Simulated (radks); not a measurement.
Q: These are the eigenvalues of the occupied orbitals of an atom or ion with whole-number occupations (eV). Calculated with a radial shooting solver on a logarithmic mesh with Libxc functionals: Dirac Kohn-Sham, HCTH/407, spin-unpolarised, spherical densities, finite nucleus; Fermi nuclear charge, rms radius of each element as measured or else 0.836 A^(1/3) + 0.57 fm.

| orbital | eigenvalue |
|---|---|
| 1s1/2 | -27734.28 |
| 2s1/2 | -4163.980 |
| 2p1/2 | -3886.056 |
| 2p3/2 | -3675.175 |
| 3s1/2 | -797.6067 |
| 3p1/2 | -685.1219 |
| 3p3/2 | -646.9285 |
| 3d3/2 | -447.6402 |
| 3d5/2 | -439.7888 |
| 4s1/2 | -127.8768 |
| 4p1/2 | -91.0415 |
| 4p3/2 | -84.3735 |
| 4d3/2 | -27.2958 |
| 4d5/2 | -26.4204 |
| 5s1/2 | -14.9157 |

Which element is it, and in what charge state? The configuration may be excited. Open shells, if any, fill j = l - 1/2 first.

A: Z = 49, indium, charge +1: In+ in [Kr] 4d10 5s2. The list shows which subshells hold electrons but not how many an open one holds; the 1s level, -1019.2 hartree, gives Z - s = 45.1 by -(Z - s)^2/2, which with screening and relativity narrows Z to a few neighbours, and the depths of the outer levels then fix element, charge and occupations together.
